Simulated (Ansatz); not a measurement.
Molecule: C$_{2}$H$_{10}$GeN$_{2}$, charge 0, multiplicity 1. 
Structure (B3LYP-D3(BJ)/def2-TZVP (Ansatz, a quantum-chemistry and plane-wave program) minimum search):
```xyz
15

N      1.8127     1.3874     0.2156
C      1.5113     0.2044    -0.5961
Ge     0.0101    -0.8074     0.2080
C     -1.5192     0.4315     0.4323
N     -1.8433     1.0677    -0.8481
H      2.5949     1.9076    -0.1649
H      1.0248     2.0220     0.2567
H      1.2741     0.4150    -1.6479
H      2.3830    -0.4521    -0.5946
H      0.4300    -1.3632     1.5838
H     -0.3884    -1.9684    -0.7254
H     -2.3753    -0.1642     0.7534
H     -1.2934     1.1296     1.2500
H     -1.0703     1.6217    -1.1955
H     -2.6397     1.6885    -0.7616
```
Charge 0, spin multiplicity 1.

Basis-set convergence of Hartree-Fock and CCSD correlation energies (hartree) with Ansatz. Cores are frozen in the correlated levels unless marked. Spin-orbit coupling is left out. The frozen core is the preceding noble-gas configuration, with the filled d and f shells of earlier blocks. Non-relativistic.

```
basis    functions        E(HF)  E(corr, CCSD)
-------  ---------  -----------  -------------
cc-pVDZ        133  -2265.76924       -0.79972
cc-pVTZ        303  -2265.90323       -0.96227
cc-pVQZ        588  -2265.92114       -1.01208
```

Extrapolating the two largest sets (X = 3 and 4) as X^-3: E(corr) = (64·(-1.01208) - 27·(-0.96227))/37 = -1.0484 Eh, an estimate of the basis-set limit. The largest set recovers 96.5 % of it, the smallest 76.3 %.
